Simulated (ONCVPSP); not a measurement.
Pseudopotential generation for Rb: ONCV, LDA (Perdew-Zunger), scalar-relativistic.

Rb, optimised norm-conserving Vanderbilt (ONCV), made with ONCVPSP 4.0.1 (LDA (Perdew-Zunger), scalar-relativistic). Core [Ar] 3d10, reference 4s2 4p6 5s1. Waves: 4s+5s: rc 1.95 bohr, ncon 4, nbas 7, qcut 5.9 1/bohr, 3 projectors, debl 3.8 Ha; 4p: rc 2.30 bohr, ncon 4, nbas 8, qcut 7.2 1/bohr, 2 projectors, debl 1.4 Ha; d scattering state at 0.3 Ha: rc 1.75 bohr, ncon 4, nbas 7, qcut 4.8 1/bohr, local. Local part: the d channel. Core correction: polynomial model core, fcfact 0.75.

All-electron outer shells of the reference configuration (LDA (Perdew-Zunger), scalar-relativistic, ld1.x):

```tsv
shell	level (eV)	outermost node (bohr)	outermost maximum (bohr)
4s	-31.97	0.62	1.25
4p	-16.03	0.64	1.42
5s	-2.37	1.79	4.22
```

What the tests gave:

```
Cutoffs needed             : 13 Ha and 15 Ha (the cutoffs (Ha) at which the residual kinetic energy of the hardest occupied pseudo-wave falls to 1 and 0.1 mHa per electron)
Ghost test                 : no bound ghost flagged; GHOST(+) flagged for p at 14.0 eV, s at 304.3 eV
Largest excitation error   : -13 meV (all-electron minus pseudo) for 4s2 4p5 5s1, out of 4 test configurations
rms error of d²Exc/dni dnj : 3.87 mHa without and 0.29 mHa with the model core
```

Generation and tests took about 3.7 s on one core of a shared server CPU.
